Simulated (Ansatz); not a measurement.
`OP[SiH2][SeH]` + `[SiH3]CS` → `SC[SiH2][SeH]` + `OP[SiH3]`  (formal exchange of groups at the Se–Si bond)

Isolated molecules relaxed with PBE0-D4/def2-TZVP in Ansatz; ΔE leaves out vibrations. CBS: MP2 limit from def2 TZ/QZ plus the TZ coupled-cluster correction, frozen cores. Functionals use def2-TZVPP. HSE06 is defined as in plane-wave codes. For Se outer-core shells are correlated without core-valence functions, which leaves a few kJ/mol of doubt a bond. Scalar relativity is left out up to krypton. Each species was taken in one conformer, which may not be the lowest.

`OP[SiH2][SeH]`:

Z-matrix (Å, degrees):
```
Si
P 1 2.260
Se 1 2.280 2 109.9
H 1 1.489 2 107.3 3 121.8
H 1 1.485 2 113.4 3 -116.2
O 2 1.661 1 99.4 3 74.1
H 2 1.426 1 93.1 3 173.5
H 3 1.470 1 92.9 2 59.9
H 6 0.960 2 109.3 1 -131.8
```

`[SiH3]CS`:

Cartesian coordinates in Å:
```
Si 0.414 -0.606 0.792
C 0.228 0.361 -0.806
S -1.167 1.517 -0.722
H 0.699 0.323 1.913
H 1.517 -1.601 0.679
H -0.856 -1.330 1.065
H 1.112 0.986 -0.957
H 0.139 -0.290 -1.678
H -2.087 0.641 -0.285
```

`SC[SiH2][SeH]`:

Cartesian coordinates in Å:
```
S 1.695 0.261 -1.106
C 0.817 -0.065 0.440
Si -0.986 0.448 0.306
Se -2.006 -0.365 -1.558
H 2.941 0.167 -0.613
H 1.247 0.528 1.253
H 0.882 -1.121 0.713
H -1.677 -0.011 1.540
H -1.097 1.920 0.172
H -1.817 -1.763 -1.147
```

`OP[SiH3]`:

```xyz
8

O    -1.477    1.173   -0.046
P    -1.047   -0.374   -0.491
Si    1.146   -0.303    0.050
H    -2.131    1.508   -0.664
H    -1.389   -1.069    0.707
H     1.627   -1.712    0.048
H     1.389    0.310    1.382
H     1.881    0.468   -0.986
```

| level | ΔE (kJ/mol) | difference from CCSD(T)/CBS |
| --- | --- | --- |
| LDA (SPW92) | 4.7 | 1.7 |
| revPBE-D4 | 4.5 | 1.5 |
| r2SCAN-D4 | 4.7 | 1.7 |
| CAM-B3LYP-D4 | 3.6 | 0.6 |
| revPBE | 5.3 | 2.3 |
| r2SCAN | 4.8 | 1.8 |
| PBE0 | 4.5 | 1.5 |
| r2SCANh | 4.6 | 1.6 |
| HSE06 | 4.6 | 1.6 |
| BHLYP | 4.3 | 1.3 |
| CAM-B3LYP | 4.0 | 1.0 |
| HF/def2-SVP | 2.7 | -0.3 |
| CCSD(T)/def2-TZVPP | 2.9 | -0.1 |
| HF/def2-QZVPP | 4.2 | 1.2 |
| MP2/def2-QZVPP | 2.6 | -0.4 |
| CCSD/CBS(def2) | 2.8 | -0.2 |
| CCSD(T)/CBS | 3.0 | 0 |

Largest T1 diagnostic among the species: 0.013.

Leaving LDA and LC-ωPBE aside and taking each functional with its dispersion term where it has one, the values, not all of them listed here, spread over 1.7 kJ/mol, from ωB97X-V to PBE-D4.
